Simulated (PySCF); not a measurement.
Bond curve of TlSi

Set-up: Tl def2-SVPD with ECP60, Si def2-SVPD; scalar-relativistic core potentials (PySCF 2.14). Energies in eV from Tl + Si in their ground configurations at the same level. State: ⁴Σ⁻ (quartet), unpaired electrons σ ↑, π ↑↑.

All columns are UHF. A positive dipole means Tl(−)Si(+).

```
R (Å)  E (eV)  μ (D)  Mulliken charge on Tl (basis-dependent)  HOMO (eV)  LUMO (eV)  Mayer bond order  ⟨S²⟩
2.316  -0.606  -1.78                                     0.25      -7.51       0.28              1.37  3.77
2.424  -0.969  -2.09                                     0.28      -7.50       0.31              1.27  3.76
2.531  -1.190  -2.48                                     0.31      -7.48       0.35              1.18  3.76
2.612  -1.288  -2.81                                     0.34      -7.44       0.39              1.13  3.76
2.693  -1.340  -3.17                                     0.35      -7.38       0.40              1.08  3.76
2.774  -1.357  -3.54                                     0.37      -7.26       0.39              1.04  3.76
2.881  -1.338  -4.04                                     0.38      -7.12       0.37              1.00  3.76
3.016  -1.267  -4.64                                     0.39      -6.96       0.27              0.95  3.76
3.178  -1.139  -5.28                                     0.39      -6.81       0.15              0.90  3.76
3.393  -0.936  -5.87                                     0.38      -6.57       0.04              0.83  3.76
```

A fit through these points gives, at Re = 2.780 Å, μ = -3.57 D and dμ/dR = -4.63 D/Å; the reduced mass is 24.62 u.

How strong is the fundamental in the double-harmonic approximation, I = 42.26·(dμ/dR)²/μred km/mol?

I = 42.26·(-4.63)²/24.62 = 36.8 km/mol at UHF.

These are scalar-relativistic numbers at best; spin–orbit coupling would shift them, the dissociation energy most. Hartree–Fock leaves out correlation, which carries a large part of most bond energies and some tenths to 1 eV of ionisation energies. The state is the lowest determinant that a PBE0 search found; another state may lie lower at other levels.
